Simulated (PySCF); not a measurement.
Electron correlation in P³⁺ (phosphorus, charge +3)

[Ne] 3s2, closed-shell 1S. Computed with PySCF 2.14 in aug-cc-pV(D+d)Z (5s4p3d, 32 functions), with no relativity, point nucleus. Frozen: [Ne]; 2 electrons correlated.

Total MP2 correlation energy: -32.47 mhartree.

Same-spin part 0.00 and opposite-spin part -32.47 mhartree; SCS-MP2 scales them by 1/3 and 6/5 to -38.96 mhartree.

With two correlated electrons CCSD is exact within the correlated space (frozen core and kept virtual orbitals).

| level | correlation energy (mhartree) |
| --- | --- |
| CCSD | -48.32 |

Diagnostics: T1 = 0.0041, D1 = 0.0058, largest double amplitude 0.117.

Cost of the coupled-cluster step: 0.08 s of wall time on 1 thread of Neoverse-V1 (shared host), for 2 correlated electrons.

Iterations:

```
CC2 = 0
CCSD nocc = 1, nmo = 27
frozen orbitals [0, 1, 2, 3, 4]
max_cycle = 100
direct = 0
conv_tol = 1e-08
conv_tol_normt = 1e-06
diis_space = 8
diis_start_cycle = 0
Init t2, MP2 energy = -338.585795322031  E_corr(MP2) -0.0324661706572213
Init E_corr(CCSD) = -0.0324661706576418
cycle = 1  E_corr(CCSD) = -0.0423593645119371  dE = -0.00989319385  norm(t1,t2) = 0.0472717
cycle = 2  E_corr(CCSD) = -0.0458558318537488  dE = -0.00349646734  norm(t1,t2) = 0.019525
cycle = 3  E_corr(CCSD) = -0.0483188297787722  dE = -0.00246299793  norm(t1,t2) = 0.00855456
cycle = 4  E_corr(CCSD) = -0.0483141728300178  dE = 4.65694875e-06  norm(t1,t2) = 0.000341474
cycle = 5  E_corr(CCSD) = -0.0483188544630468  dE = -4.68163303e-06  norm(t1,t2) = 1.89021e-05
cycle = 6  E_corr(CCSD) = -0.0483171784867264  dE = 1.67597632e-06  norm(t1,t2) = 4.15406e-06
cycle = 7  E_corr(CCSD) = -0.048317487201825  dE = -3.08715099e-07  norm(t1,t2) = 1.08176e-06
cycle = 8  E_corr(CCSD) = -0.0483174980235026  dE = -1.08216776e-08  norm(t1,t2) = 7.30253e-08
cycle = 9  E_corr(CCSD) = -0.0483175016461902  dE = -3.62268763e-09  norm(t1,t2) = 3.63107e-08
CCSD converged
E(CCSD) = -338.6016466530203  E_corr = -0.04831750164619025
```
